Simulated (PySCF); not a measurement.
Input file for PySCF: R-M06-2X/def2-TZVPPD on CH5N (SMILES CN).

```python
from pyscf import gto, dft

mol = gto.M(
    atom='''
    C    -0.38378965   -0.55512101    4.42810936
    N     0.53366078    0.11412890    3.47663392
    H    -1.23014283    0.10311917    4.61247149
    H     0.10734470   -0.79405169    5.37215337
    H    -0.75344252   -1.46840119    3.96674293
    H     0.90000968    0.96987042    3.88515529
    H     1.33852584   -0.47800178    3.28960817
    ''',
    basis='def2-tzvppd',
    charge=0, spin=0, verbose=4, max_memory=1800)
mf = dft.RKS(mol, xc='m062x').density_fit(auxbasis='def2-universal-jkfit')
mf.grids.level = 4
mf.conv_tol = 1e-9
mf.max_cycle = 150
mf.kernel()
mf.dip_moment()
```

Program output:

```
PySCF version 2.14.0

[INPUT] verbose = 4
[INPUT] num. atoms = 7
[INPUT] num. electrons = 18
[INPUT] charge = 0
[INPUT] spin (= nelec alpha-beta = 2S) = 0
[INPUT] symmetry False subgroup None
[INPUT] Mole.unit = angstrom
[INPUT] Symbol           X                Y                Z      unit          X                Y                Z       unit  Magmom
[INPUT]  1 C     -0.383789650000  -0.555121010000   4.428109360000 AA   -0.725257327943  -1.049026674892   8.367913940023 Bohr   0.0
[INPUT]  2 N      0.533660780000   0.114128900000   3.476633920000 AA    1.008472717622   0.215672363898   6.569885944173 Bohr   0.0
[INPUT]  3 H     -1.230142830000   0.103119170000   4.612471490000 AA   -2.324633042797   0.194866989492   8.716307873465 Bohr   0.0
[INPUT]  4 H      0.107344700000  -0.794051690000   5.372153370000 AA    0.202852083924  -1.500540222848  10.151898568459 Bohr   0.0
[INPUT]  5 H     -0.753442520000  -1.468401190000   3.966742930000 AA   -1.423800013402  -2.774876090085   7.496057744255 Bohr   0.0
[INPUT]  6 H      0.900009680000   0.969870420000   3.885155290000 AA    1.700771804657   1.832789470117   7.341879449505 Bohr   0.0
[INPUT]  7 H      1.338525840000  -0.478001780000   3.289608170000 AA    2.529447248253  -0.903292451255   6.216458498432 Bohr   0.0

nuclear repulsion = 41.8211720635915
number of shells = 61
number of NR pGTOs = 199
number of NR cGTOs = 159
basis = def2-tzvppd
ecp = {}


******** <class 'pyscf.df.df_jk.DFRKS'> ********
method = DFRKS
initial guess = minao
damping factor = 0
level_shift factor = 0
DIIS = <class 'pyscf.scf.diis.CDIIS'>
diis_start_cycle = 1
diis_space = 8
diis_damp = 0
SCF conv_tol = 1e-09
SCF conv_tol_grad = None
SCF max_cycles = 150
direct_scf = False
XC library pyscf.dft.libxc version 7.1.2
    S. Lehtola, C. Steigemann, M. J. T. Oliveira, and M. A. L. Marques,  SoftwareX 7, 1–5 (2018)
XC functionals = m062x
    Y. Zhao and D. G. Truhlar,  Theor. Chem. Acc. 120, 215 (2008)
    Y. Zhao and D. G. Truhlar,  Theor. Chem. Acc. 120, 215 (2008)
radial grids:
    Treutler-Ahlrichs [JCP 102, 346 (1995); DOI:10.1063/1.469408] (M4) radial grids

becke partition: Becke, JCP 88, 2547 (1988); DOI:10.1063/1.454033
pruning grids: <function nwchem_prune>
grids dens level: 4
symmetrized grids: False
atomic radii adjust function: <function treutler_atomic_radii_adjust>
small_rho_cutoff = 0
Set gradient conv threshold to 3.16228e-05
Initial guess from minao.
tot grids = 135024
******** <class 'pyscf.df.df.DF'> ********
auxbasis = def2-universal-jkfit
init E= -95.8377906663966
  HOMO = -0.292362038703168  LUMO = 0.00147293516562332  gap/eV = 7.99566
cycle= 1 E= -95.8281725171324  delta_E= 0.00962  |g|= 0.271  |ddm|= 1.69
  HOMO = -0.255397718631876  LUMO = 0.0221237649640987  gap/eV = 7.55174
cycle= 2 E= -95.8326771658257  delta_E= -0.0045  |g|= 0.253  |ddm|= 0.678
  HOMO = -0.311310480826599  LUMO = 0.0196012545092315  gap/eV = 9.00457
cycle= 3 E= -95.8456809228814  delta_E= -0.013  |g|= 0.0347  |ddm|= 0.292
  HOMO = -0.307528341906327  LUMO = 0.0200989452351897  gap/eV = 8.91519
cycle= 4 E= -95.8459055760249  delta_E= -0.000225  |g|= 0.00858  |ddm|= 0.0406
  HOMO = -0.307755645363741  LUMO = 0.0201124916145503  gap/eV = 8.92175
cycle= 5 E= -95.8459208656396  delta_E= -1.53e-05  |g|= 0.00295  |ddm|= 0.00852
  HOMO = -0.307790020567332  LUMO = 0.0200433870814519  gap/eV = 8.92080
cycle= 6 E= -95.8459230062264  delta_E= -2.14e-06  |g|= 0.000515  |ddm|= 0.00326
  HOMO = -0.307738331857436  LUMO = 0.02005268878061  gap/eV = 8.91965
cycle= 7 E= -95.8459230887008  delta_E= -8.25e-08  |g|= 7.66e-05  |ddm|= 0.0014
  HOMO = -0.30774726723498  LUMO = 0.02004975228401  gap/eV = 8.91981
cycle= 8 E= -95.8459230931215  delta_E= -4.42e-09  |g|= 2.1e-05  |ddm|= 0.000438
  HOMO = -0.307748892159452  LUMO = 0.0200495584266962  gap/eV = 8.91985
cycle= 9 E= -95.8459230934814  delta_E= -3.6e-10  |g|= 4.04e-06  |ddm|= 0.000135
  HOMO = -0.307748199907785  LUMO = 0.0200495436949841  gap/eV = 8.91983
Extra cycle  E= -95.8459230934894  delta_E= -8.01e-12  |g|= 2.68e-06  |ddm|= 1.07e-05
converged SCF energy = -95.8459230934894
Dipole moment(X, Y, Z, Debye):  0.66930, -0.27545,  1.16250
```

Self-consistency was reached.

Cost: around 16 core-seconds (rough).
